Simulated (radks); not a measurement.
Values are calculated unless marked as measured or tabulated.
Initial-state core-level shifts of the praseodymium ion Pr+ when its valence configuration changes from [Xe] 4f3 6s1. Code: a radial shooting solver on a logarithmic mesh with Libxc functionals. Model: Dirac Kohn-Sham, PBE, spin-unpolarised, spherical densities, finite nucleus; open shells fill j = l - 1/2 first; Fermi nuclear charge, rms radius 4.8919 fm. Shifts are changes of the shell-averaged eigenvalues in eV (positive: less bound); the change of the density at the nucleus, which sets a Mossbauer isomer shift, is in e/bohr^3, on a base of 4.169e+05.

| valence | 2p | 4s | 4p | 5s | density at nucleus |
|---|---|---|---|---|---|
| 4f1 6s1 6p2 | -21.946 | -22.780 | -22.345 | -13.389 | +70.09 |
| 4f2.5 6s1.5 | -4.194 | -4.437 | -4.359 | -2.659 | +24.94 |
| 4f4 | +5.228 | +5.617 | +5.534 | +3.601 | -34.36 |
| 4f3 6p1 | -0.976 | -0.971 | -0.973 | -1.007 | -20.74 |
| 4f2 6s1 6p1 | -9.999 | -10.475 | -10.299 | -6.493 | +30.52 |
| 4f1 5d2 6s1 | -14.460 | -15.505 | -15.074 | -6.655 | +51.47 |
| 5d2 6s1 6p1 | -27.166 | -28.465 | -27.719 | -13.541 | +92.92 |
| 4f3 5d1 | +1.798 | +1.752 | +1.762 | +1.877 | -23.17 |
| 4f2.5 5d0.5 6s1 | -3.069 | -3.343 | -3.262 | -1.569 | +10.70 |
